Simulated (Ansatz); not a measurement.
Calculated with Ansatz (gas phase, PBE0-D4/def2-TZVP geometries, no zero-point term in ΔE). CCSD(T)/CBS adds triple-zeta CCSD(T) − MP2 to the extrapolated MP2 energy (def2 sets, frozen cores). def2 core potentials past Kr. For Sn outer-core shells are correlated without core-valence functions, which leaves a few kJ/mol of doubt a bond. Each species was taken in one conformer, which may not be the lowest.

Reaction (substitution at a C–C bond): `CC(C)C(C)S` + `[OH][SnH3]` → `C[O][SnH3]` + `CC(C)CS`

```json
{"species": "`CC(C)C(C)S`", "CCSD/def2-TZVPP energy (Eh)": "-595.08366"}
{"species": "`[OH][SnH3]`", "CCSD/def2-TZVPP energy (Eh)": "-291.16411"}
{"species": "`C[O][SnH3]`", "CCSD/def2-TZVPP energy (Eh)": "-330.37525"}
{"species": "`CC(C)CS`", "CCSD/def2-TZVPP energy (Eh)": "-555.85122"}
```

(1) Work out ΔE.

Largest T1 diagnostic among the species: 0.014.

Results:

(1) ΔE = (-330.37525) + (-555.85122) − (-595.08366) − (-291.16411) = 0.02130 Eh = +55.9 kJ/mol. CCSD(T)/CBS gives +60.2 kJ/mol.

The D4 term adds +6.4 kJ/mol with B3LYP and +3.6 kJ/mol with PBE0; it sums over pairs of atoms, weighted by their polarisabilities, and B3LYP, whose exchange is more repulsive, gets the larger term. In def2-TZVPP, CCSD(T) changes the Hartree–Fock value by +20.4 kJ/mol (the triples alone add +2.4 kJ/mol) and MP2 by +27.9 kJ/mol.

B3LYP here is the variant with VWN-RPA as its local correlation; programs differ in this.
